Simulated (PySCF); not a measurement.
WOCl₃, SMILES [O]=[W]([Cl])([Cl])[Cl] (connectivity only; charge and spin as stated), neutral, multiplicity 2.

Geometry: PBE0-D3(BJ)/def2-SVP. The multiplicity is an assumed one; other spin states were not compared. The def2 effective core potentials stand for the cores of W; spin–orbit coupling is left out.

The numbers are results of PBE0-D3(BJ)/def2-SVP in PySCF, not measurements.

Frequencies are harmonic and unscaled.

```tsv
mode	ν (cm⁻¹)	IR (km/mol)	moving atoms (share of kinetic energy)
1	51	10.5	Cl 56 %, O 25 %, W 18 %
2	89	1.0	Cl 88 %, W 8 %
3	123	5.3	O 51 %, Cl 49 %
4	125	1.6	Cl 75 %, W 23 %
5	222	1.0	O 74 %, Cl 22 %
6	402	18.5	Cl 92 %
7	403	53.5	Cl 81 %, W 19 %
8	419	76.3	Cl 71 %, W 26 %
9	1065	141.3	O 92 %, W 8 %
```
